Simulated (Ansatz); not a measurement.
Gas-phase reaction in SMILES: CS[Si](Cl)(SC)SC [chloro-tris(methylsulfanyl)silane] + 7 [H][H] (H2) -> 3 C (CH4) + Cl (HCl) + 3 S (H2S) + [SiH4] (SiH4)
Geometries: B3LYP-D3(BJ)/def2-TZVP minima from Ansatz (an electronic-structure program), one conformer each, not searched for the lowest.

Quantity: energy of full hydrogenation (electronic energy difference), in kcal/mol. Valence correlation only, unless marked. No spin-orbit coupling. Non-relativistic. CBS(X,Y): correlation extrapolated as X^-3; Hartree-Fock from the larger set. [CCSD(T)-MP2]/basis is that difference in the basis named.

```tsv
level	program	energy of full hydrogenation (kcal/mol)
BLYP-D4/def2-TZVPD	Ansatz + dftd4	1.0
B3LYP/def2-TZVPD	Ansatz	-25.3
PBE0-D4/def2-TZVPD	Ansatz + dftd4	…
wB97X-V/def2-TZVPD	Ansatz	…
B2PLYP-D4/def2-TZVPD	Ansatz + dftd4	-4.2
RI-MP2/CBS(aug-cc-pV(T+d)Z,aug-cc-pV(Q+d)Z)+[CCSD(T)-MP2]/aug-cc-pV(T+d)Z	Ansatz	…
```

**Question.** Some entries are withheld; supply them.

**Answer.** 
- PBE0-D4/def2-TZVPD, energy of full hydrogenation (kcal/mol): -3.8
- wB97X-V/def2-TZVPD, energy of full hydrogenation (kcal/mol): -9.5
- RI-MP2/CBS(aug-cc-pV(T+d)Z,aug-cc-pV(Q+d)Z)+[CCSD(T)-MP2]/aug-cc-pV(T+d)Z, energy of full hydrogenation (kcal/mol): -4.8
